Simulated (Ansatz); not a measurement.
```yaml
crystal:
  periodic: [false, false, false]
  atoms:
    - {symbol: C, position_ang: [-0.192810, 1.456635, 1.720880]}
    - {symbol: C, position_ang: [-0.521066, 0.760274, 0.641218]}
    - {symbol: Se, position_ang: [-0.651100, -1.128625, 0.592592]}
    - {symbol: C, position_ang: [0.022816, -1.327496, -1.239163]}
    - {symbol: O, position_ang: [1.405595, -1.274419, -1.364727]}
    - {symbol: H, position_ang: [0.092169, 0.977607, 2.650859]}
    - {symbol: H, position_ang: [-0.214965, 2.540870, 1.705553]}
    - {symbol: H, position_ang: [-0.802613, 1.257941, -0.283943]}
    - {symbol: H, position_ang: [-0.301146, -2.314128, -1.567966]}
    - {symbol: H, position_ang: [-0.489482, -0.564253, -1.835629]}
    - {symbol: H, position_ang: [1.718102, -0.441504, -0.998974]}
basis:
  gaussian: {orbitals: cc-pVTZ-DK}
hamiltonian: {xc: {name: BLYP}, dispersion: d3bj}
output: {forces: true}
```

```sh
$ ansatz run in.yaml --threads 4 --pin off --events-out ev --progress --plain --max-ram 10444MiB
```

It prints (some lines left out):

```
Functional definition: BLYP
1398 factors; their error is unknown
mean field evaluation 1: about -71356.8744 eV, gradient 1.0e2 eV
mean field evaluation 2: about -71250.8331 eV, gradient 2.1e2 eV
mean field evaluation 4: about -71377.9800 eV, gradient 3.5e1 eV
mean field evaluation 8: about -71380.7929 eV, gradient 3.4e-1 eV
mean field evaluation 16: about -71380.7583 eV, gradient 1.1e-3 eV
mean field -71380.75829420 eV, -2623.1944836961 hartree, gradient 3.6e-5 eV, S^2 0.000000; 0 other end points of the search recorded, 0 dependent functions left out
reference -71380.75864439 eV, -2623.1944965654 hartree; 33, 33 occupied and 214, 214 virtual orbitals, 1398 factors
Total energy: -71381.28880810 eV, -2623.2139797224 hartree
Relativity: scalar
Atom 0 at    -0.192810     1.456635     1.720880 Å, force     0.117760     0.275101     0.383297 eV/Å
Atom 1 at    -0.521066     0.760274     0.641218 Å, force    -0.072402     0.241437    -0.353067 eV/Å
Atom 2 at    -0.651100    -1.128625     0.592592 Å, force    -0.353871    -0.576483     0.678364 eV/Å
Atom 3 at     0.022816    -1.327496    -1.239163 Å, force    -0.442460    -0.070630    -0.525905 eV/Å
Atom 4 at     1.405595    -1.274419    -1.364727 Å, force     0.692644    -0.468316    -0.296065 eV/Å
Atom 5 at     0.092169     0.977607     2.650859 Å, force     0.040498    -0.027919     0.122186 eV/Å
Atom 6 at    -0.214965     2.540870     1.705553 Å, force    -0.001339     0.137370     0.030982 eV/Å
Atom 7 at    -0.802613     1.257941    -0.283943 Å, force    -0.025640     0.036813    -0.119903 eV/Å
Atom 8 at    -0.301146    -2.314128    -1.567966 Å, force    -0.039612    -0.130057    -0.042424 eV/Å
Atom 9 at    -0.489482    -0.564253    -1.835629 Å, force    -0.103751     0.101318    -0.073424 eV/Å
Atom 10 at     1.718102    -0.441504    -0.998974 Å, force     0.188173     0.481367     0.195957 eV/Å
Dipole moment:    -0.040968     0.291574    -0.099572 e Å
```

It took 8 s on 4 threads of a server CPU on a shared host, with 0.49 GiB of host memory at the peak.
